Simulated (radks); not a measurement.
Q: Valence configurations of Yb2+ (all share [Xe]). Calculated with a radial shooting solver on a logarithmic mesh with Libxc functionals: scalar-relativistic Kohn-Sham, SCAN, spin-polarised, spherical densities, finite nucleus; open shells are filled with parallel spins first (spin-orbit coupling, left out, can overturn this in heavy ions); meta-GGA in the generalised Kohn-Sham scheme; Fermi nuclear charge, rms radius 5.3108 fm. Order these by energy: 4f13.5 5d0.5; 4f12 6p2; 4f14; 4f13 5d1; 4f12 5d2; 4f13 6p1.

A: From the lowest, in eV above it: 4f14 0.000; 4f13.5 5d0.5 2.764; 4f13 5d1 6.439; 4f13 6p1 10.852; 4f12 5d2 16.976; 4f12 6p2 29.738. NIST lists [Xe] 4f14 as the ground configuration; this level of theory agrees among the configurations tried. The energies are those of spherical high-spin densities, not of single terms. No valid solution was reached for [Xe] 4f13.5 6s0.5; [Xe] 4f13 6s1.
